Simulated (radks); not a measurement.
Fractional charge and spin in the 5d shell of platinum: the spin-up occupation runs from 4 to 5 and the spin-down occupation from 3 to 4; the fullest corner is Pt, [Xe] 4f14 6s(up 0.5, down 0.5) 5d(up 5, down 4). Method: scalar-relativistic Kohn-Sham, BLYP, spin-polarised, spherical densities, finite nucleus; Fermi nuclear charge, rms radius of each element as measured or else 0.836 A^(1/3) + 0.57 fm; computed with a radial shooting solver on a logarithmic mesh with Libxc functionals. Energy (eV) above the fullest corner. The planes named below are the two flat planes that join the four corners, with an edge along up + down = one added electron.

down \ up,4,4.25,4.5,4.75,5
3,33.229,26.462,20.446,15.161,10.586
3.25,26.622,20.641,15.390,10.847,6.990
3.5,20.758,15.542,11.033,7.209,4.045
3.75,15.619,11.145,7.355,4.223,1.725
4,11.183,7.428,4.331,1.864,0.000

Corners above the fullest one (they belong to Pt+ and the next ion): (up 5, down 3) 10.586 eV, (up 4, down 4) 11.183 eV, (up 4, down 3) 33.229 eV. With half an added electron in each spin the energy lies 0.149 eV from the planes, and with half an added electron in spin up alone -1.462 eV. The planes are only a guide here: the flat-plane condition holds for ground states with one frontier orbital, while this shell lies below other occupied shells, so the corners above the fullest one are inner-hole states and not the ground states of those ions.
